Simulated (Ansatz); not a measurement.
CH$_{4}$OSSn (`[OH][SnH]1[CH2][S]1`), relaxed with RKS PBE0-D4/def2-TZVP in Ansatz from a PBE-D4/def2-SVP geometry. The force threshold is 0.005 eV/Å; the program also tests the step.

The species carries charge 0 and has multiplicity 1. Sn: def2 effective core potential.

Start:

```xyz
8

O     2.122   -0.300    0.829
Sn    0.696    0.252   -0.472
C    -1.374    0.264    0.088
S    -1.087   -1.355   -0.852
H     1.777   -1.009    1.406
H     1.518    1.039   -1.747
H    -1.600    0.136    1.163
H    -2.053    0.975   -0.415
```

Q: How much energy does the relaxation release, and in how many steps? (Best estimate.)

A: Ansatz gave: 0.09 eV, in 5 steps.

Q: Which bonds change most? (Best estimate.)

A: Ansatz gave: Sn2–S4 from 2.430 to 2.370 Å; O1–Sn2 from 2.008 to 1.957 Å; Sn2–C3 from 2.144 to 2.102 Å; Sn2–H6 from 1.709 to 1.683 Å.

Q: Give the relaxed structure. (Estimate.)

A: Ansatz gave: 
```xyz
8

O     2.047   -0.296    0.816
Sn    0.688    0.239   -0.487
C    -1.332    0.267    0.094
S    -1.054   -1.330   -0.832
H     1.728   -0.995    1.394
H     1.492    1.037   -1.731
H    -1.552    0.130    1.148
H    -2.017    0.948   -0.402
```
